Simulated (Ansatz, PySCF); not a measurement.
This Ansatz (an electronic-structure program) input computes a r2SCAN/def2-TZVPD energy:

Ansatz 0.2 input:
```yaml
crystal:
  periodic: [false, false, false]
  atoms:
    - {symbol: H, position_ang: [-0.00000000, -0.00000000, -1.94064139]}
    - {symbol: N, position_ang: [-0.00000000, -0.00000000, -0.94059254]}
    - {symbol: Si, position_ang: [0.00000000, 0.00000000, 0.60891351]}
basis:
  gaussian:
    orbitals: def2-TZVPD
hamiltonian:
  xc: {name: r2SCAN}
output: {forces: true}
```

Question: Write an input for the same energy in PySCF and say what it gives.

Answer: 
```python
from pyscf import gto, scf, dft

mol = gto.M(
    atom='''
    H    -0.00000000   -0.00000000   -1.94064139
    N    -0.00000000   -0.00000000   -0.94059254
    Si    0.00000000    0.00000000    0.60891351
    ''',
    basis='def2-tzvpd',
    charge=0,
    spin=0,
    verbose=4,
)

mf = dft.RKS(mol, xc='r2scan').density_fit(auxbasis='def2-universal-jkfit')
mf.grids.level = 4
mf.conv_tol = 1e-9
mf.max_cycle = 100
mf.max_memory = 1500
mf.kernel()
if not mf.converged:
    mf = mf.newton()
    mf.kernel(mf.make_rdm1())
mf.analyze()
```
It gives -344.79482 Eh, and Ansatz -344.79477 Eh, a difference of 0.05 mEh, from the treatment of integrals and grids.
